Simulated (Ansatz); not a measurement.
Which isomer of CH2F2OSi+ gives these data?

These gas-phase data were calculated for one isomer of CH2F2OSi+ at B3LYP-D3(BJ)/def2-SVP (harmonic, unscaled wavenumbers; equilibrium rotational constants with average atomic masses):

- rotational constants: 6.074, 3.331, 2.51 GHz
- all wavenumbers above 1500 cm⁻¹: 2989, 2435, 1814

Candidates:

(1) the doublet with the links of `[CH2]O[Si+](F)F`
(2) the doublet with the links of `O[CH][Si+](F)F`
(3) the doublet with the links of `[H]/[C]=[O+]/[SiH](F)F`

Which candidate do the data belong to?

Candidate (3). No mode falls between 3300 and 4000 cm⁻¹, where the O–H stretch of (2) would stand. 1 mode lies between 2750 and 3290 cm⁻¹, one for each C–H bond, while (1) has 2.

The same quantities for all candidates:

|  | rotational constants (GHz) | wavenumbers above 1500 cm⁻¹ | E above the lowest, B3LYP-D3(BJ)/def2-SVP (kcal/mol) |
| --- | --- | --- | --- |
| (1) | 6.392, 3.342, 2.447 | 3198, 3052, 1687 | 0.0 |
| (2) | 7.077, 2.821, 2.017 | 3700, 3152, 1503 | 10.2 |
| (3) | 6.074, 3.331, 2.51 | 2989, 2435, 1814 | 10.6 |

Harmonic stretches to hydrogen usually lie a few per cent above observed fundamentals. Each candidate is one conformer. Open shells are spin-unrestricted. Programs: Ansatz 0.2.0.
